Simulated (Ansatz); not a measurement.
Ansatz (a program for electronic structure) input (B2PLYP/def2-TZVPD):

Ansatz 0.2 input:
```yaml
crystal:
  periodic: [false, false, false]
  atoms:
    - {symbol: Si, position_ang: [-1.51499564, 0.04184270, 0.04019941]}
    - {symbol: Br, position_ang: [0.71951806, 0.02065043, -0.02185572]}
    - {symbol: H, position_ang: [-2.02122664, -0.73739375, -1.11751853]}
    - {symbol: H, position_ang: [-1.95196630, -0.57116922, 1.31967709]}
basis:
  gaussian:
    orbitals: def2-TZVPD
hamiltonian:
  xc: {name: B2PLYP}
magnetization: {spin_polarized: true, initial_magnetization: 1}
correlation: {electrons: outside_noble_gas}
```

Output:

```
Functional definition: B2PLYP
integrals: 0.07 GiB planned
778 factors; integrals over basis functions are off by at most 7.2e-4 eV
0.18 GiB of the device are held for the grids
1.15 GiB of device memory are held for the factors and their scratch space
mean field: 0.79 GiB planned
mean field evaluation 1: about -77938.9411 eV, gradient 5.8e0 eV
mean field evaluation 2: about -77938.9768 eV, gradient 5.9e0 eV
mean field evaluation 4: about -77939.3149 eV, gradient 1.5e0 eV
mean field evaluation 8: about -77939.3300 eV, gradient 9.5e-2 eV
mean field evaluation 16: about -77939.3302 eV, gradient 1.9e-4 eV
mean field -77939.33019385 eV, -2864.2175554484 hartree, gradient 3.4e-6 eV, S^2 0.753261; 0 other end points of the search recorded, 0 dependent functions left out
19 core orbitals not correlated
reference -77939.33033752 eV, -2864.2175607283 hartree; 7, 6 occupied and 92, 93 virtual orbitals, 778 factors
second order -8.71910288 eV of doubles, -0.00000000 eV of singles
Total energy: -77941.68449530 eV, -2864.3040744309 hartree
```

It need not be the lowest isomer of its formula.
